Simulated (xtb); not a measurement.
carbon atom (C), triplet. Base run: GFN2-xTB (xtb).

The xtb input:
```
$ xtb mol.xyz --gfn 2 --uhf 2 --json

# file mol.xyz
1

C      0.00000000     0.00000000     0.00000000
```

Variants of this job, named by their change:

```csv
change,ΔE vs base (kcal/mol),SCF cycles
base,0.000,45
acc = 1000,0.000,14
alpb = dmso,-1.34,45
etemp = 5000,-17.87,20
acc = 0.1,0.000,55
```

ALPB and GBSA are two models with their own fitted parameters for each solvent, which aren't always the measured dielectric constant.
